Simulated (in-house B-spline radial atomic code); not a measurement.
The numbers below are computed, except where a source is named.
# I in an electron gas of r_s = 1.5: phase shifts, screening and friction

A nucleus sits in a uniform electron gas with a rigid positive background. The Kohn-Sham equations are solved self-consistently in the spin-unpolarised LDA (PW92), non-relativistic, on B-splines with outgoing waves at the boundary and partial waves to l = 8. The model has no lattice, no bands and no magnetic solution. Atomic units; δ_l are the phase shifts at the Fermi level, counted so that each bound state adds π, and good to about 0.0005.

The density parameter is r_s = 1.5 bohr.

```
l  δ_l (rad)
0    12.8768
1    10.4680
2     6.9565
3     0.4882
4     0.0591
5     0.0149
6     0.0043
7     0.0013
8     0.0005
```

Bound levels below the band bottom (hartree): d -21.97, s -5.564, p -4.025, d -1.404, s -0.1936 and deeper ones.

**Question.** Check the Friedel sum rule, and say where the screening charge sits.

**Answer.** k_F = (9π/4)^(1/3)/r_s = 1.27944. The rule is Z = (2/π) Σ (2l + 1) δ_l. The terms are s 8.198, p 19.992, d 22.143, f 2.176 and 0.496 beyond, in all 53.005 against Z = 53. Bound states hold 10 s, 18 p, 20 d electrons, so the scattering states carry 5.01 in all; where a term is smaller than its bound count, the bound level has drawn weight out of the band.

**Question.** Find the transport cross section and the electronic stopping of a 2 keV I ion (mass 126.9 u).

**Answer.** σ_tr = (4π/k_F²) Σ (l + 1) sin²(δ_l − δ_(l+1)). The terms for l = 0 to 3 are 0.4475, 0.2614, 0.1016, 0.6924, all together 1.5134, so σ_tr = 7.677 × 1.5134 = 11.618 bohr². With n = 3/(4π r_s³) = 0.07074, the friction coefficient is Q = n k_F σ_tr = 1.0515. For v well below v_F = 1.279, dE/dx = Q v; with 24801 eV per u at v = 1, v = √(2000/(24801 × 126.9)) = 0.0252, so dE/dx = 0.02651 hartree/bohr = 13.6 eV/nm. The largest term couples the f and g waves.
